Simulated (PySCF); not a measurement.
## Simulated absorption spectrum

Compound: C5H5N3O.
SMILES: `n1nncc(c1C=O)C`

Method used: TDDFT CAM-B3LYP/def2-SVPD, vertical, gas phase, core orbitals frozen in the response (PySCF). Geometry: GFN2-xTB, one conformer, isolated molecule. Torsions of this conformer, `[CH3:1][c:2]1[cH:3][n:4][n:5][n:6][c:7]1[CH:8]=[O:9]`: N6–C7–C8–O9 180°.

Computed states:

| state | E (eV) | f |
| --- | --- | --- |
| S1 | 3.19 | 0.0004 |
| S2 | 3.54 | 0.0001 |
| S3 | 3.80 | 0.0050 |
| S4 | 4.09 | 0.0026 |
| S5 | 4.57 | 0.0010 |
| S6 | 5.35 | 0.081 |
| S7 | 6.14 | 0.055 |
| S8 | 6.20 | 0.0001 |

Each state is given a Gaussian of 0.25 eV full width at half maximum, with ε(max) = 2.175×10⁸ f / Δν̃ (Δν̃ the width in cm⁻¹). The cross-section is σ = 3.8235×10⁻²¹ ε cm², given in Mb (10⁻¹⁸ cm²). The width is an assumption, not a result. The curve ends short of the highest state used, and states not computed would add to its high-energy end.

Question: What does the envelope look like, and where are its maxima?

Answer: 
```tsv
E (eV)	σ (Mb)
2.81	0.00
2.86	0.00
2.91	0.01
2.96	0.02
3.01	0.04
3.06	0.07
3.12	0.12
3.17	0.15
3.22	0.14
3.27	0.11
3.32	0.07
3.37	0.04
3.42	0.03
3.47	0.04
3.52	0.09
3.57	0.22
3.62	0.49
3.67	0.96
3.72	1.53
3.77	1.98
3.83	2.04
3.88	1.72
3.93	1.33
3.98	1.11
4.03	1.10
4.08	1.11
4.13	1.00
4.18	0.74
4.23	0.45
4.28	0.22
4.33	0.12
4.38	0.11
4.43	0.18
4.48	0.29
4.54	0.39
4.59	0.40
4.64	0.32
4.69	0.21
4.74	0.11
4.79	0.05
4.84	0.02
4.89	0.01
4.94	0.02
4.99	0.10
5.04	0.44
5.09	1.57
5.14	4.51
5.19	10.34
5.25	20.92
5.30	29.48
5.35	33.28
5.40	30.09
5.45	21.79
5.50	12.65
5.55	5.88
5.60	2.19
```

Maxima: 389 nm (3.19 eV), ε about 39, made up of S1 (100%); 326 nm (3.81 eV), ε about 540, made up of S3 (99%); 305 nm (4.07 eV), ε about 290, made up of S4 (92%) (hardly more than a shoulder); 271 nm (4.57 eV), ε about 110, made up of S5 (100%); 232 nm (5.35 eV), ε about 8700, made up of S6 (100%) (ε in L mol⁻¹ cm⁻¹; maxima over ε = 5, shares over 10%).

Question: What would ε be at 5.35 eV, the highest of these maxima, with half the width (0.125 eV)?

Answer: About 17400 L mol⁻¹ cm⁻¹ against 8700, a factor of about 2.00; a lone state at its own centre would give exactly 2.

Question: On this curve, what absorbance would a 10⁻⁵ mol/L sample give at 266 nm over a 1 cm path?

Answer: 266 nm is 4.661 eV, where ε is about 72 L mol⁻¹ cm⁻¹, so A = ε c l ≈ 0.00072 (Beer–Lambert, with the gas-phase spectrum and the assumed width).

Question: Coming from long wavelengths, where does ε first pass 100 L mol⁻¹ cm⁻¹?

Answer: At about 344 nm (3.61 eV), 0.42 eV above S1.
